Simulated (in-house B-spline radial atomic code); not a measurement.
Checks on a self-consistent run for the vanadium ion V⁺, [Ar] (3d5/2)3 (4d3/2)1. Computed with a radial B-spline atomic code at the basis-set limit: Dirac-Hartree-Fock, average of the jj configuration, Fermi nucleus of rms radius 3.6002 fm.

```
orbital  q      ε (Eh)     <1/r>        <r²>  small-component weight
  1s1/2  2  -203.39430   22.8472  0.00592718               0.0068062
  2s1/2  2   -24.59464   4.84694    0.110538               0.0012186
  2p1/2  2   -20.66188   4.75862   0.0903249               0.0011857
  2p3/2  4   -20.41872   4.69013   0.0922879               0.0011709
  3s1/2  2    -3.64963   1.47028     1.03911              0.00024305
  3p1/2  2    -2.41122   1.34067      1.2068              0.00020905
  3p3/2  4    -2.47732   1.32955     1.22709              0.00020754
  3d5/2  3    -0.87411   1.00063     2.16947              0.00012654
  4d3/2  1    -0.18602  0.221531     50.0544              1.3551e-05
```

Electron-electron repulsion V_ee = 343.8479 hartree.

(1) What total energy follows from the eigenvalues?

(2) Does the Dirac virial theorem hold?

(3) What diamagnetic shielding (Lamb formula) and susceptibility (Langevin formula) do the radii give?

## Answers

(1) The eigenvalues count the repulsion twice, so E = Σqε - V_ee = -603.816 - 343.848 = -947.664 hartree; the run printed -947.664.

(2) For a point nucleus E = -2c²Σq·w, with w the small-component weight. Here Σq·w = 0.025232 and c = 137.0360, so the ratio E/(-2c²Σq·w) is 1.000005; the finite nucleus accounts for the departure from 1.

(3) σ = (α²/3)Σq<1/r> = 97.8295/(3·137.036²) = 1736.5 ppm, and χ = -0.79199×10⁻⁶·Σq<r²> = -52.86×10⁻⁶ cm³/mol with Σq<r²> = 66.746 bohr². Both are non-relativistic formulas without the paramagnetism of open shells.
